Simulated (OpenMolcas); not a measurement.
Tc5+ among 4 point charges of -2.5 e arranged as a tetrahedron (Td), 1.92 Å from the ion.
```
   1.1085    1.1085    1.1085  -2.50
   1.1085   -1.1085   -1.1085  -2.50
  -1.1085    1.1085   -1.1085  -2.50
  -1.1085   -1.1085    1.1085  -2.50
```

| Quantity | Value |
| --- | --- |
| Program | OpenMolcas 26.06 |
| Method | SS-CASPT2, IPEA 0.25 Eh, imaginary shift 0.1 Eh (closed shells correlated: 4s 4p) |
| Basis | ANO-RCC-VDZP [6s5p3d1f] |
| Scalar Hamiltonian | DKH2, point nucleus |
| Active space | 2 electrons in 5 orbitals (4d) |
| State averaging | 2S+1 = 3 even, 10 roots; 2S+1 = 1 even, 15 roots |
| Spin-orbit coupling | RASSI with atomic mean-field integrals over the reference wave functions |

Q: What is the spin-free ground state (labels of Td)?

A: 3A2, 1-fold in its orbital part, 100 % from free-ion F terms; it has the highest spin that d2 allows.

Q: Where is the first state of the same spin?

A: 3T2 at 3850 cm-1 above the ground state.

Q: What are the lowest two levels with spin-orbit coupling?

A: A 3-fold level T2, then a 2-fold level E 3510 cm-1 above it. Their leading multiplicities are 3 (99 %) and 3 (96 %).

Q: What is χT at 300 K, and how does it compare with the textbook value?

A: The lowest level has 2S+1 = 3, for which the spin-only value is χT = S(S+1) / 2 = 1.000 cm3 K/mol (g = 2). The computed 0.296 at 300 K differs by -0.704, through orbital momentum, spin-orbit coupling and any other state in reach.

Roots that are degenerate in the reference are averaged as groups; the widest CASPT2 spread within a group is 260 cm-1 (the 3-fold group of multiplicity 1 near 20900 cm-1 above the lowest state of its run). Shifts and gaps below about the spread of the groups concerned are not significant. Free-ion shares, where given, are those of the reference states; single-state CASPT2 does not remix them. Point charges carry no covalency, so the field is a model and not that of real ligands. No measured value stands beside these numbers.
